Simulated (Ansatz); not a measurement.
H$_{2}$Se$_{2}$Si (`[SiH2]1[Se][Se]1`), relaxed with RKS PBE-D4/def2-SVP in the Gaussian-basis code of Ansatz from a rough embedded geometry. The force threshold is 0.03 eV/Å; the program also tests the step.

The species carries charge 0 and has multiplicity 1.

Start:

```xyz
5

Si    0.017    0.434   -0.063
Se    0.089   -1.599   -0.952
Se   -0.114   -1.156    1.413
H     1.265    1.128   -0.080
H    -1.256    1.194   -0.318
```

**Question.** By how much does the energy fall, and how many steps does the optimiser take? (An estimate is asked.)

**Answer.** The calculation gave: 4.10 kcal/mol, in 3 steps.

**Question.** Which bonds change most? (An estimate is asked.)

**Answer.** The calculation gave: Si1–Se3 from 2.174 to 2.269 Å; Si1–H4 from 1.428 to 1.499 Å; Se2–Se3 from 2.415 to 2.470 Å; Si1–Se2 from 2.220 to 2.270 Å.

**Question.** Give the relaxed structure. (Best estimate.)

**Answer.** Computed: 
```xyz
5

Si    0.008    0.423   -0.073
Se    0.080   -1.665   -0.961
Se   -0.133   -1.242    1.463
H     1.264    1.239   -0.105
H    -1.219    1.246   -0.324
```
